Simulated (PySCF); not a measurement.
Polarisability and C₆ of In (indium, neutral)

[Kr] 4d10 5s2 5p1, 2P determinant. All numbers are calculated (PySCF 2.14, a scalar-relativistic core potential, in def2-QZVPPD with the def2 core potential (28 electrons) (8s6p5d4f1g, 88 functions)). Coupled (time-dependent) response in atomic units; α is the mean over directions.

```json
{"method": "MN15", "mean α (bohr³)": "73.82", "α xx, yy, zz": "58.20, 105.1, 58.20", "C₆ (like pair)": "752.5", "S(−4)": "3643"}
```

S(−4) is the Cauchy moment in α(ω) = α(0) + S(−4) ω² + …

Reference α: 65 ± 4 bohr³ (recommended; Schwerdtfeger and Nagle, table of static dipole polarizabilities (2023 update)). Published C₆: 779.0 (Chu and Dalgarno (2004); Tang, Norbeck and Certain (1976)).

Spin-orbit coupling is absent.

α(iu) at MN15:

```tsv
u (hartree)	α(iu) (bohr³)
0	73.82
0.0500	66.18
0.100	52.67
0.200	32.92
0.300	22.18
0.500	12.29
0.750	7.491
1.00	5.273
1.50	3.199
2.00	2.206
3.00	1.247
5.00	0.5548
```

The components differ because the open shell of this determinant is not spherical; for a pure term their mean is the scalar polarisability.

Energies and moments cover only the electrons outside the core potential.
